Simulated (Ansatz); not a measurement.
F₄Ga₂H₂ (`[F][Ga@H-]1[F+][Ga@@H-]([F])[F+]1`). The species carries charge 0 and has multiplicity 1. Correlated methods include outer-core shells of Ga, which these sets cover unevenly. Scalar relativity is left out up to krypton.

```xyz
8

F    -0.1656    0.2728   -2.5444
Ga   -0.4456    1.0052   -0.9950
F    -1.1607   -0.4009    0.1059
Ga    0.4048   -0.9012    1.1059
F     0.9992   -2.3381    0.3330
F     1.0984    0.5581    0.0619
H    -1.0282    2.3879   -0.6712
H     0.2977   -0.5839    2.6038
```

Problem. Give the diagnostics of a CCSD(T)/def2-TZVPP run (frozen core, Ansatz). (Best estimate.)

Solution. Computed: T1 = 0.0137, largest single amplitude 0.025, largest double 0.018, (T) share of the correlation energy 3.1 %, 9 CCSD cycles. The RHF solution is stable towards an unrestricted one. T1 lies under the customary mark of 0.02 for closed shells.
